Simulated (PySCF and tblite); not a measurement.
Values are calculated unless marked as measured or tabulated.
2 diastereomers of C₆H₁₀F₂Se, numbered alike:

```
isomer                                                            SMILES  descriptors (one enantiomer)
     A  [CH3:1][C@@H:2]1[CH2:3][CH2:4][C@H:5]([CH:6]([F:7])[F:8])[Se:9]1                        2R, 5R
     B   [CH3:1][C@H:2]1[CH2:3][CH2:4][C@H:5]([CH:6]([F:7])[F:8])[Se:9]1                        2S, 5R
```

Protocol: conformer search, at most 5 conformers an isomer, GFN2-xTB geometries, energies CAM-B3LYP/pcSseg-1 (IEF-PCM, methanol) (D3(BJ) added where defined), GIAO shieldings CAM-B3LYP/pcSseg-1 (IEF-PCM, methanol), weights at 298.15 K with GFN2-xTB thermal terms. Programs: PySCF with density fitting and tblite.

(1) What shifts does each isomer give (ppm; of two unlike H on one atom, a is the less shielded)?

Spin–orbit effects of the heavy atoms on shieldings are missing. Shifts are unscaled: against experiment ¹³C can be off by 15 ppm or more and ¹H by 0.8 ppm.

Answers

(1) 
A: ¹H (against TMS): 6.35 (H6, 1H), 3.88 (H5, 1H), 3.87 (H2, 1H), 2.23 (H4a, 1H), 2.13 (H4b, 1H), 2.11 (H3a, 1H), 1.82 (H3b, 1H), 1.51 (H1, 3H). ¹³C (against TMS): 128.2 (C6), 59.4 (C5), 56.4 (C2), 44.1 (C3), 34.3 (C4), 25.7 (C1).

B: ¹H (against TMS): 6.30 (H6, 1H), 4.06 (H5, 1H), 3.95 (H2, 1H), 2.24 (H4a, 1H), 2.20 (H3a, 1H), 1.98 (H4b, 1H), 1.71 (H3b, 1H), 1.48 (H1, 3H). ¹³C (against TMS): 127.9 (C6), 59.5 (C5), 56.3 (C2), 44.8 (C3), 34.9 (C4), 25.3 (C1).
